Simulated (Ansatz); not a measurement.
Geometry optimisation, RKS PBE/def2-SVP (Ansatz 0.2.0).

input.yaml

```yaml
crystal:
  periodic: [false, false, false]
  atoms:
    - { symbol: Zn, position_ang: [0.0, 0.0, 0.0] }
    - { symbol: O, position_ang: [0.0, 0.0, 2.14] }
    - { symbol: H, position_ang: [-0.9095, -0.2814, 2.4771] }
    - { symbol: Cl, position_ang: [0.0, 0.0, -2.24] }
    - { symbol: Si, position_ang: [2.407, 0.6598, 0.8293] }
    - { symbol: H, position_ang: [3.0436, -0.4987, 1.4492] }
    - { symbol: H, position_ang: [3.2089, 1.105, -0.3067] }
    - { symbol: H, position_ang: [2.3068, 1.74, 1.8064] }
    - { symbol: H, position_ang: [1.2172, 0.3337, 1.9837] }
basis:
  gaussian: { orbitals: def2-SVP }
hamiltonian:
  xc: pbe
relax:
  f_tol: 0.15
  max_steps: 25
  restrain:
    - { distance: [0, 4], at: 2.33, k: 30.0 }
    - { distance: [8, 1], at: 1.01, k: 30.0 }
    - { distance: [0, 1], at: 2.99, k: 30.0 }
    - { distance: [8, 4], at: 2.66, k: 30.0 }
```

Launched with:

```bash
$ ansatz run input.yaml --threads 2 --pin off --max-ram 3072MiB --backend cpu --events-out ev --progress --plain --runs-dir out
```

Problem. Where does it end, and by what steps?

Solution. It converged. The restraints hold the end off the free minimum. After 20 steps the energy has fallen by 3.079 eV (the restraints' own energy left out); Zn1 moved furthest, 1.03 Å. Parted: Zn1–O2, Si5–H9. Joined: O2–H9.

```tsv
step	energy less start (eV)	largest force component (eV/Å)	accepted
0	0.0000	2.493	yes
1	-0.2241	3.386	yes
2	-0.4456	3.592	yes
3	-0.6552	3.987	yes
4	-0.8736	3.366	yes
5	-1.1434	2.881	yes
6	-1.5263	2.599	yes
7	-2.4065	2.218	yes
8	-2.7029	1.721	yes
9	-2.8941	1.368	yes
10	-2.9779	1.111	yes
11	-2.9609	1.028	no
12	-3.0193	1.191	yes
13	-3.0453	0.843	yes
14	-3.0624	0.673	yes
15	-3.0543	1.059	no
16	-3.0672	0.710	yes
17	-3.0755	0.606	yes
18	-3.0667	1.003	no
19	-3.0779	0.603	yes
20	-3.0791	0.578	yes
```

```xyz
9
Properties=species:S:1:pos:R:3
Zn 0.690 0.271 -0.711
O -0.280 0.124 2.103
H -0.040 -0.739 2.495
Cl -0.902 -0.142 -2.065
Si 2.514 0.647 0.693
H 2.842 -0.612 1.460
H 3.788 1.103 0.029
H 2.195 1.698 1.737
H 0.467 0.708 2.397
```

Time of the run: 48 s on 2 threads of Arm Neoverse V1 (shared host), peak memory 0.16 GiB.
